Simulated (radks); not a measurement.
Q: The mean radii <r> (bohr) of the occupied orbitals of an atom or ion are listed with their occupations. All-electron calculation, scalar-relativistic Kohn-Sham, BLYP, spin-polarised, spherical densities, finite nucleus; Fermi nuclear charge, rms radius of each element as measured or else 0.836 A^(1/3) + 0.57 fm. Program: a radial shooting solver on a logarithmic mesh with Libxc functionals.

orbital  occ.      <r>
1s          2  0.02558
2s          2   0.1098
2p          6  0.09618
3s          2   0.2920
3p          6   0.2900
3d         10   0.2666
4s          2   0.6735
4p          6   0.7150
4d         10   0.7981
5s          2    1.587
5p          4    1.811
6s          2    3.615

Name the element and its charge.

A: Z = 56, barium, charge +2: Ba2+ in [Kr] 4d10 5s2 6s2 5p(up 2, down 2). The 1s radius gives Z: for a bare nucleus <r> = (2 gamma + 1)/(2Z) with gamma = sqrt(1 - (Z/c)^2), 0.02523 bohr for Z = 56, and screening makes it slightly larger (0.02558 here). The occupations add up to 54, and the charge is Z minus that.
